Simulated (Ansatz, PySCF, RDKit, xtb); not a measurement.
Pair of molecules: HCl (SMILES Cl) (first 2 atoms) with CH3F (SMILES CF); geometry from B3LYP-D3(BJ)/def2-TZVP.
(charge 0, multiplicity 1):
```xyz
7

Cl     0.165     0.052    -0.136
H      0.215     0.509     1.070
C     -0.489    -0.550     3.527
F      0.051     0.630     2.995
H      0.228    -0.959     4.238
H     -1.426    -0.301     4.023
H     -0.660    -1.248     2.709
```

Counterpoise-corrected where a basis set is named; no monomer relaxation. RDKit's UFF carries no charges.

Run with Ansatz (Gaussian orbitals); PySCF for the dispersion terms; RDKit for the force fields; xtb for the GFN methods. Each number belongs to the level named beside it.

What is the computed interaction energy (GFN2-xTB)?

-13 kJ/mol

What interaction energy does UFF give?

52 kJ/mol

What is the computed interaction energy (BHLYP-D3(BJ)/def2-TZVPPD)?

-18 kJ/mol

Ansatz is a first-principles code.
